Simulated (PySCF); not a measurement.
**Löwdin shares of the frontier orbitals**

Species: B(AsH3)H3.
Structure used (PBE0-D3(BJ)/def2-SVP), in Å, numbered top down from 1:
```
atom  x, y, z in Å
B1    -0.004    0.010   -1.196
As2    0.003   -0.006    0.852
H3     0.767    1.070    1.585
H4     0.563   -1.214    1.565
H5    -1.313    0.106    1.585
H6     1.181   -0.080   -1.468
H7    -0.519    1.085   -1.454
H8    -0.677   -0.970   -1.468
```

Method used: TDDFT wB97X-D/def2-SVPD, vertical, gas phase, core orbitals frozen in the response in PySCF. Relativistic effects, spin–orbit coupling among them, are left out although an element past zinc is present.

Frontier orbitals with the atoms that hold most of them (Löwdin shares over 4%, at most four atoms):

```tsv
orbital	ε (eV)	atoms
HOMO-3	-13.66	As2 45%, H3 26%, H5 17%, B1 6%
HOMO-2	-10.63	As2 34%, B1 30%, H7 7%, H8 7%
HOMO-1	-10.51	B1 42%, H6 25%, H7 17%, As2 8%
HOMO	-10.51	B1 42%, H8 27%, H7 14%, As2 8%
LUMO	1.51	As2 38%, H5 14%, H4 14%, H3 14%
LUMO+1	2.07	As2 47%, H3 18%, H4 15%, H5 8%
LUMO+2	2.08	As2 47%, H5 20%, H4 12%, H3 9%
```

Within 0.005 eV of a neighbour in this list lie HOMO-1/HOMO and LUMO+1/LUMO+2 (point group found: C3v); within a degenerate set the shares of single atoms can hang on how the components are chosen.

Q: The HOMO–LUMO gap is 12.02 eV. Where does the response calculation put the lowest singlet, and from which orbitals?

A: S1 is at 7.79 eV (f = 0.060), 4.23 eV below the gap, made of HOMO-2→LUMO (84%). Its leading pair isn't HOMO and LUMO; the energies of that pair differ by 12.13 eV. Without the coupling terms of the response equations the lowest excitation would equal the gap.

Next come S2 at 7.90 eV (f 0.0043), HOMO-1/HOMO→LUMO (≥68%), HOMO-2→LUMO+1/LUMO+2 (≥18%); S3 at 7.90 eV (f 0.0044), HOMO-1/HOMO→LUMO (≥68%), HOMO-2→LUMO+1/LUMO+2 (≥18%); S4 at 7.98 eV (f 0.012), HOMO-2→LUMO+1/LUMO+2 (≥54%), HOMO-1/HOMO→LUMO (≥17%); S5 at 7.98 eV (f 0.012), HOMO-2→LUMO+1/LUMO+2 (≥56%), HOMO-1/HOMO→LUMO (≥17%).

Orbitals of the list HOMO-3 to LUMO+2 that lie within 0.01 eV of each other are written together with a slash and their weights summed (≥ marks a lower bound); for degenerate orbitals outside that list single weights are arbitrary.
